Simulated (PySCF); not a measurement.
## Phosphorus: a sound run and one with changed settings

Sound run: P²⁺ [Ne] 3s2 3p1, P³⁺ [Ne] 3s2. All numbers are calculated (PySCF 2.14, scalar relativity by spin-free X2C-1e, in x2c-SVPall (4s3p1d, 18 functions)). In the sound run the correlated levels freeze [Ne]. The sound run starts from symmetry-adapted Hartree-Fock orbitals and uses a fine grid where one is needed.

Changed run: all electrons correlated in a basis built for the valence shell.

```tsv
species	method	sound run (hartree)	changed run (hartree)	converged
P²⁺	MP2	-340.37261	-340.38075	yes
P²⁺	CCSD(T)	-340.39270	-340.40070	yes
P³⁺	MP2	-339.28164	-339.29005	yes
P³⁺	CCSD(T)	-339.29704	-339.30540	yes
```

Ionisation energy of P²⁺:

```csv
method,sound run (eV),changed run (eV)
UHF,29.504,29.504
MP2,29.687,29.680
SCS-MP2,29.668,29.660
CCSD,29.797,29.788
CCSD(T),29.814,29.805
```

A valence basis has no tight correlating functions, so it recovers only part of the core correlation, and not evenly between atom and ion.

For comparison, NIST gives 30.203 eV between the lowest levels.
